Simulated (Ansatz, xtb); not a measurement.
Relaxing a trial structure of CH5NOSn

The starting geometry of this gas-phase singlet was built from a drawn formula by distance geometry and a force field; its bonds are those of `C1[NH][SnH2][O]1`.

```yaml
atoms:
  - { symbol: C, position_ang: [-0.2449, -0.8323, 0.3421] }
  - { symbol: N, position_ang: [-0.8242, 0.5107, 0.1363] }
  - { symbol: O, position_ang: [0.7705, -0.9516, -0.6581] }
  - { symbol: Sn, position_ang: [0.4292, 0.8211, -1.3776] }
  - { symbol: H, position_ang: [-1.0870, -1.6133, 0.1390] }
  - { symbol: H, position_ang: [0.1859, -0.9484, 1.3228] }
  - { symbol: H, position_ang: [-0.4853, 1.1161, 0.9241] }
  - { symbol: H, position_ang: [1.7515, 2.0045, -0.9431] }
  - { symbol: H, position_ang: [-0.3742, 0.8369, -2.9219] }
```

Question: Predict what it relaxes into with r2SCAN-D4/def2-SVP.

Answer: It keeps its bonds, and is `C1[NH][SnH2][O]1`.

The energy falls by 0.44 eV over 10 steps:

| step | E − E(last) (eV) |
| --- | --- |
| 1 | 0.442 |
| 2 | 0.071 |
| 3 | 0.015 |
| 4 | 0.010 |
| 5 | 0.005 |
| 6 | 0.002 |
| 7 | 0.000 |
| 8 | 0.000 |
| 9 | 0.000 |
| 10 | 0.000 |

Final geometry (Å):

```csv
atom,x (Å),y (Å),z (Å)
C,-0.2353,-0.8438,0.3504
N,-0.8467,0.4933,0.1800
O,0.6879,-1.0149,-0.7172
Sn,0.4598,0.8887,-1.3747
H,-1.0105,-1.6359,0.2867
H,0.2720,-0.9450,1.3352
H,-0.8049,1.0678,1.0228
H,1.8401,1.9071,-1.1862
H,-0.2410,1.0262,-2.9335
```

From the same start GFN2-xTB reaches the same bonding as this run.

No frequencies were run, so the end isn't proven a minimum. Atoms past krypton carry core potentials, without spin–orbit terms. Run with Ansatz 0.2.0, 44 s on 2 threads of Arm Neoverse N1 (shared host).
